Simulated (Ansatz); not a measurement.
Mulliken charges of `O=C[Se]C(=O)S` from r2SCAN/def2-TZVPP in Ansatz (PBE0-D4/def2-TZVP geometry).

| atom | x (Å) | y (Å) | z (Å) | charge (e) |
| --- | --- | --- | --- | --- |
| O1 | 0.415 | -2.700 | -0.358 | -0.236 |
| C2 | 0.111 | -1.581 | -0.103 | 0.091 |
| Se3 | -0.083 | -0.227 | -1.481 | 0.086 |
| C4 | -0.540 | 1.321 | -0.363 | 0.146 |
| O5 | -1.377 | 2.088 | -0.711 | -0.236 |
| S6 | 0.347 | 1.556 | 1.156 | -0.043 |
| H7 | -0.121 | -1.207 | 0.911 | 0.080 |
| H8 | 1.339 | 0.692 | 0.894 | 0.112 |

Task: By hand: the dipole of these point charges (1 e Å = 4.8032 D).

Result: Σ q r = (0.277, 0.088, 0.186) e Å, of length 0.345 e Å = 1.66 D.

Task: How does the dipole of the full density compare? (Estimate.)

Result: Computed: (0.287, 0.064, 0.313) e Å, 2.06 D; the point charges give 0.81 times that, at 15° from its direction.

Point charges leave out the atoms' own dipoles, such as those of lone pairs, and Mulliken's split depends on the basis, so the two needn't agree.
